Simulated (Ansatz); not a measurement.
Coupled-cluster diagnostics for In(OH)3 (InO₃H₃), Ansatz.

Geometry of the singlet (r2SCAN-D4/def2-SVP):

```csv
atom,x (Å),y (Å),z (Å)
In1,0.0001,-0.0003,0.0001
O2,0.5353,-1.8980,0.3160
H3,0.7838,-2.0234,1.2435
O4,-0.5706,0.5868,-1.8211
H5,-0.5343,-0.1591,-2.4376
O6,0.0353,1.3113,1.5054
H7,-0.2496,2.1827,1.1937
```

In the def2 sets In takes a core potential; there is no spin–orbit coupling. Correlated methods freeze 7 core orbitals; core or outer-core shells of In are correlated, in sets that lack core-valence functions.

Q: Estimate the CCSD(T) correlation energy, the shares of MP2 and (T), T1 and the reference's ⟨S²⟩ for: charge 0, singlet, own geometry in def2-TZVPP; and the rough time on 2 threads of Arm Neoverse V2 on a shared host.

A: 
```
                          state       basis  correlation (eV)  MP2 share (%)  (T) share (%)     T1  ⟨S²⟩ (pure)  wall time
charge 0, singlet, own geometry  def2-TZVPP           -28.651           97.2            3.5  0.018  0.00 (0.00)    1.8 min
```
Customary marks for T1 are 0.02 (closed shells), 0.045 (open shells) and about 0.05 (3d metals). T1 stays under 0.02 throughout.
